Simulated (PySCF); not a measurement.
## Electron correlation in Yb⁺ (ytterbium, charge +1)

[Xe] 4f14 6p1, 2P determinant (an excited configuration). All numbers are calculated (PySCF 2.14, scalar relativity by spin-free X2C-1e, in cc-pVDZ-X2C (8s7p5d3f1g, 84 functions)). Frozen: [Kr] 4d10; 23 electrons correlated.

```
  level  correlation energy (mhartree)
   CCSD                        -885.94
    (T)                         -31.47
CCSD(T)                        -917.41
```

Diagnostics: T1 = 0.017, D1 = 0.0545, largest double amplitude 0.025.

**Question.** Is a single reference adequate?

**Answer.** Yes, within this model without spin-orbit coupling: T1 lies below 0.03 and no double amplitude reaches 0.07.

The basis was made for the ground configuration and has no added diffuse functions, which can raise the energy of the promoted electron.
